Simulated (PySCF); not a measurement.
# Spin-rotation constants: `O=C[C@@H]1C[SiH2][C@H](Cl)C1`, C₅H₉ClOSi

Geometry:
```tsv
atom	x (Å)	y (Å)	z (Å)
O1	-0.514	-1.159	2.066
C2	-1.195	-0.788	1.152
C3	-0.759	-0.760	-0.292
C4	0.688	-1.238	-0.421
Si5	1.711	0.255	0.169
C6	0.248	1.484	-0.107
Cl7	-0.385	2.025	1.484
C8	-0.827	0.678	-0.820
H9	-2.240	-0.456	1.307
H10	-1.457	-1.395	-0.850
H11	0.901	-1.490	-1.460
H12	0.842	-2.135	0.174
H13	2.800	0.580	-0.757
H14	2.127	0.229	1.562
H15	0.480	2.400	-0.647
H16	-1.820	1.111	-0.677
H17	-0.607	0.671	-1.890
```

The calculation used PySCF 2.14.0, GIAO HF/pcSseg-1 magnetisability, rotational g tensor and spin-rotation constants, non-relativistic, gas phase. Geometry: GFN2-xTB.

Q: Give the nuclear spin-rotation constants along the inertial axes (H = +C I·J) beside the isotropic shieldings.

A: Rotational constants 1.7647, 1.4685, 1.1931 GHz. A star marks the isotopologue with that one atom substituted, in its own axes.
| atom | isotope | Caa (kHz) | Cbb (kHz) | Ccc (kHz) | mean (kHz) | σ (ppm) |
| --- | --- | --- | --- | --- | --- | --- |
| Cl7 | 35Cl | 0.294 | 0.237 | 0.192 | 0.241 | 870.4 |
| H9 | 1H | -0.083 | 0.027 | -0.039 | -0.032 | 22.6 |
| H10 | 1H | -0.110 | -0.132 | -0.045 | -0.096 | 29.6 |
| H11 | 1H | -0.120 | -0.113 | -0.095 | -0.109 | 31.8 |
| H12 | 1H | -0.087 | -0.121 | -0.081 | -0.096 | 30.5 |
| H13 | 1H | -0.168 | 0.059 | -0.113 | -0.074 | 28.0 |
| H14 | 1H | -0.160 | -0.126 | 0.033 | -0.084 | 28.0 |
| H15 | 1H | -0.094 | -0.061 | -0.099 | -0.085 | 28.9 |
| H16 | 1H | -0.130 | -0.078 | -0.075 | -0.095 | 29.8 |
| H17 | 1H | -0.184 | -0.068 | -0.065 | -0.106 | 30.6 |
| O1 | 17O* | -0.311 | -0.816 | -1.252 | -0.793 | -328.9 |
| C2 | 13C* | 0.528 | 0.733 | 0.541 | 0.601 | -14.4 |
| C3 | 13C* | 0.294 | 0.227 | 0.245 | 0.255 | 145.9 |
| C4 | 13C* | 0.208 | 0.170 | 0.136 | 0.171 | 185.4 |
| Si5 | 29Si* | -0.920 | -0.905 | -0.656 | -0.827 | 406.4 |
| C6 | 13C* | 0.299 | 0.225 | 0.197 | 0.240 | 153.9 |
| C8 | 13C* | 0.266 | 0.252 | 0.194 | 0.237 | 154.8 |

For the geometry as given, no vibrational averaging.

Q: How do the rotational constants and the g tensor change when H9, H10, H11, H12, H13, H14, H15, H16, H17 are replaced by deuterium?

A: Constants 1.5393, 1.3182, 1.0873 GHz; g -0.0128, -0.0157, -0.0171, against -0.0145, -0.0168, -0.0189 before.
